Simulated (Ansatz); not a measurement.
`FC1=CB[SiH2]1`, relaxed with RKS PBE-D4/def2-SVP in Ansatz 0.2.0 from a rough embedded geometry. The force threshold is 0.03 eV/Å; the program also tests the step.

Charge 0, multiplicity 1.

Start:

```xyz
9

F    -2.345    0.092    0.798
C    -1.015    0.043    0.436
C     0.128   -0.075    1.181
B     1.248   -0.072    0.114
Si   -0.113    0.045   -1.135
H     0.254   -0.111    2.287
H     2.406   -0.166    0.015
H    -0.342   -1.141   -1.893
H    -0.220    1.386   -1.804
```

| step | energy (eV) | largest force (eV/Å) | largest move (Å) |
| --- | --- | --- | --- |
| 1 | -13390.1581 | 2.844 | 0.000 |
| 2 | -13390.8387 | 1.713 | 0.194 |
| 3 | -13390.9743 | 0.761 | 0.168 |
| 4 | -13390.9759 | 1.326 | 0.059 |
| 5 | -13391.0169 | 0.088 | 0.039 |
| 6 | -13391.0174 | 0.026 | 0.013 |

End:

```xyz
9

F    -2.197    0.083    0.914
C    -0.947    0.035    0.463
C     0.182   -0.071    1.251
B     1.287   -0.085    0.183
Si   -0.124    0.069   -1.272
H     0.184   -0.120    2.356
H     2.490   -0.167    0.302
H    -0.512   -1.087   -2.159
H    -0.365    1.344   -2.039
```

Run time 13 s (2 threads of an Arm Neoverse V1 on a shared host); peak host memory 0.15 GiB.
